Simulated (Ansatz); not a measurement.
## Ansatz (development build ahead of 0.2.0) run

```yaml
crystal:
  periodic: [false, false, false]
  atoms:
    - { symbol: V, position_ang: [0.0, 0.0, 0.0] }
    - { symbol: Si, position_ang: [0.0, 0.0, 2.4288] }
basis:
  gaussian: { orbitals: pcseg-2 }
magnetization:
  spin_polarized: true
  initial_magnetization: 1
hamiltonian:
  xc: pbe0
```

The input is written out in the form of the current development build from the run's settings.

The run gave:

```yaml
Converged: yes
Total_energy: -1233.02890 hartree
Spin_squared_of_the_determinant: 2.890
Stability_test: minimum
```

Caution: another spin multiplicity may lie lower; the unrestricted determinant is a mixture of spin states.
